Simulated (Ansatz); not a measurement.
Cost and result for the atomization energy of CH$_{8}$BClSi$_{2}$, SMILES `B[SiH2][SiH](C)Cl` (13 atoms, 12 bonds).

```csv
atom,x (Å),y (Å),z (Å)
B1,1.014,1.278,-1.338
Si2,1.512,0.586,0.503
Si3,-0.730,0.039,0.768
C4,-1.305,-1.658,0.267
Cl5,-1.188,1.352,-0.882
H6,1.188,2.424,-1.627
H7,0.986,0.472,-2.223
H8,2.409,-0.600,0.595
H9,1.931,1.581,1.529
H10,-1.560,0.554,1.890
H11,-2.379,-1.667,0.066
H12,-1.101,-2.364,1.078
H13,-0.776,-1.998,-0.625
```

Total charge 0; spin multiplicity 1. Geometry: relaxed with PBE0-D4/def2-TZVP. It is one conformer, not always the lowest. Program: Ansatz. All runs use 4 threads of an Arm Neoverse V2 on a shared host. Times are those of one run each, without the atoms' runs, and a repeat can differ threefold. Electronic energies, without spin–orbit coupling; frozen cores. CCSD(T)/CBS adds CCSD(T) − MP2 in def2-TZVPP to the MP2 limit, and its time is that of the two runs behind it. T1 = 0.012. B3LYP takes the VWN-RPA correlation (the form of Gaussian; ORCA's B3LYP/G).

CCSD(T)/CBS is a level of theory with its own doubt, some kJ/mol a heavy atom from the limit and from the frozen cores, so smaller differences don't rank the functionals.

| level | functions | wall time | atomization (kJ/mol) | difference from CCSD(T)/CBS | per bond |
| --- | --- | --- | --- | --- | --- |
| PBE-D4/def2-TZVPP (with forces) | 300 | 3.8 s | 4299.8 | 32.5 | 2.7 |
| PBE0-D4/def2-TZVPP | 300 | 5.5 s | 4278.9 | 11.6 | 1.0 |
| r2SCAN-D4/def2-TZVPP (with forces) | 300 | 7.5 s | 4299.6 | 32.3 | 2.7 |
| B3LYP-D4/def2-TZVPP (with forces) | 300 | 8.5 s | 4269.3 | 2.0 | 0.2 |
| B2PLYP/def2-TZVPP | 300 | 9 s | 4209.8 | -57.5 | -4.8 |
| ωB97X-V/def2-TZVPP | 300 | 12 s | 4301.5 | 34.2 | 2.9 |
| ωB97M-V/def2-TZVPP (with forces) | 300 | 18 s | 4289.3 | 22.0 | 1.8 |
| MP2/def2-QZVPP | 564 | 37 s | 4244.6 | -22.7 | -1.9 |
| CCSD(T)/def2-TZVPP | 300 | 4.7 min | 4164.5 | -102.8 | -8.6 |
| CCSD(T)/CBS(def2) | – | 5.3 min | 4267.3 | 0.0 | 0.0 |

From PBE to PBE0 (25 % exact exchange), in def2-TZVPP and without D4, the atomization energy moves by −15.8 kJ/mol: exact exchange takes away binding that semilocal exchange gives to molecules. In def2-TZVPP, CCSD(T) changes the Hartree–Fock value by +898.2 kJ/mol (the triples alone add +50.9 kJ/mol) and MP2 by +917.8 kJ/mol; breaking electron pairs costs correlation energy, which Hartree–Fock lacks. The D4 term adds +57.1 kJ/mol with B3LYP and +30.1 kJ/mol with PBE0; it sums over pairs of atoms, weighted by their polarisabilities, and B3LYP, whose exchange is more repulsive, gets the larger term.
